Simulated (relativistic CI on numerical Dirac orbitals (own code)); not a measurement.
Hyperfine structure of Br XII, mass number 81

Calculated at this level of theory: Dirac-Coulomb-Breit CI, KLI orbitals optimised for each configuration, model QED, unscaled Slater integrals (own radial code, finite nucleus).

CI space (outside the closed core [Ne]): 3s2 3p6 3d6, 3s2 3p5 3d7, 3s2 3p4 3d8, 3s 3p6 3d7, 3s2 3p6 3d5 4s, 3s2 3p6 3d5 4p, 3p6 3d8, 3s2 3p6 3d5 4d, 3s2 3p6 3d4 4s2, 3s 3p5 3d8, 3s2 3p6 3d4 4s 4p, 3s2 3p6 3d5 4f, 3s2 3p6 3d5 5s, 3s2 3p6 3d4 4p2, 3s2 3p6 3d5 5p, 3s2 3p6 3d5 5d. Levels of other configurations are missing.

Nuclear spin I = 3/2, μ = 2.2686 μN, Q = 0.2579 b (tables of Stone and Pyykkö). The electronic factors are computed for point nuclear moments, without core polarisation or the Bohr-Weisskopf and QED corrections.

```csv
Level,E (eV),A (MHz),B (MHz)
3s2 3p6 3d6 5D_4,0.0000,2330,1010
3s2 3p6 3d6 5D_3,0.5887,1683,242
3s2 3p6 3d6 5D_2,0.9020,1504,-214
3s2 3p6 3d6 5D_1,1.1185,1359,-342
3s2 3p6 3d6 3P_2,5.7240,1789,-101
3s2 3p6 3d6 3F_4,6.3749,3326,433
3s2 3p6 3d6 3H_6,6.6455,3807,-532
3s2 3p6 3d6 3H_5,6.7931,3705,3.24
```

Levels with J = 0, under 50 % of one LS term, or S terms without an open s electron are left out. Small factors come from cancelling terms and can be off by tens of per cent or more.

At this charge energies of transitions that change n are usually good to better than 1 %, and those within a shell (Δn = 0) to a few per cent. Terms inside the open d or f shell come out 10 to 20 % too wide with unscaled integrals.

Question: Give the hyperfine levels of 3s2 3p6 3d6 5D_4 relative to its centre of gravity.

Answer: With K = F(F + 1) − I(I + 1) − J(J + 1), E = AK/2 + B[¾K(K + 1) − I(I + 1)J(J + 1)]/[2I(2I − 1)J(2J − 1)]: F = 5/2: -16980, F = 7/2: -9518, F = 9/2: 725.1, F = 11/2: 14230 MHz.

LS names give the leading component of a level, which can be under half, so a name can repeat, a term be missing and a line seem to break the LS rules.
